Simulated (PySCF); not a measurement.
**Solvent effects on NMR parameters**

Atom-mapped SMILES (the numbers label the heavy atoms): `[CH2:1]1[CH2:2][SiH:3]([CH:4]2[CH2:5][CH2:6]2)[CH2:7][CH2:8][O:9]1`; H(Xn) means a hydrogen on atom n. Ha(C1), Ha(C2), Ha(C7), Ha(C8) are cis to C4 on the ring; Ha(C5), Ha(C6) are cis to Si3 on the ring; Hb(C1), Hb(C2), Hb(C7), Hb(C8) are trans to C4 on the ring; Hb(C5), Hb(C6) are trans to Si3 on the ring.

GIAO PBE0/pcSseg-1 in PySCF 2.14.0 with density-fitted response routines on one PBE0-D3(BJ)/def2-SVP conformer, non-relativistic, equivalent nuclei averaged. Solvents enter as an IEF-PCM continuum (cyclohexane with ε = 2.0, acetone with ε = 20.5) around the gas-phase geometry. Shifts are referred to TMS computed in the same medium.

In cyclohexane, δ in ppm: C1/C8 69.9, C2/C7 13.9, C5/C6 3.1, C4 -5.0, Si3 -7.7, Ha(C1)/Ha(C8) 4.24, H(Si3) 3.37, Hb(C1)/Hb(C8) 3.20, Ha(C2)/Ha(C7) 0.97, Hb(C5)/Hb(C6) 0.64, Hb(C2)/Hb(C7) 0.64, Ha(C5)/Ha(C6) 0.22, H(C4) -0.50. Dipole moment 1.46 D.

**Question.** How does each δ change in the more polar medium?

**Answer.** 
| atoms | environment | Δδ, acetone |
| --- | --- | --- |
| C1/C8 | sp3 CH2 bonded to O | +0.5 |
| C2/C7 | sp3 CH2 bonded to Si | +0.3 |
| C5/C6 | three-membered-ring carbon | 0.0 |
| C4 | three-membered-ring carbon | +0.2 |
| Si3 | silicon bonded to 3 C, H, in a 6-membered ring | -0.1 |
| Ha(C1)/Ha(C8) | hydrogen on an sp3 CH2 bonded to O | -0.01 |
| H(Si3) | hydrogen on a silicon bonded to 3 C, in a 6-membered ring | -0.06 |
| Hb(C1)/Hb(C8) | hydrogen on an sp3 CH2 bonded to O | +0.09 |
| Ha(C2)/Ha(C7) | hydrogen on an sp3 CH2 bonded to Si | 0.00 |
| Hb(C5)/Hb(C6) | hydrogen on a three-membered-ring carbon | +0.03 |
| Hb(C2)/Hb(C7) | hydrogen on an sp3 CH2 bonded to Si | +0.09 |
| Ha(C5)/Ha(C6) | hydrogen on a three-membered-ring carbon | +0.02 |
| H(C4) | hydrogen on a three-membered-ring carbon | +0.08 |

Changes are relative to cyclohexane. The dipole moment becomes 1.64 D in acetone.

**Question.** Which nuclei move most (in ppm), and what does the model miss?

**Answer.** C1/C8 (sp3 CH2 bonded to O, +0.5 ppm) in acetone. A continuum only polarises the solute; specific hydrogen bonds, the anisotropy of aromatic solvents and changes of geometry or conformer are outside it.
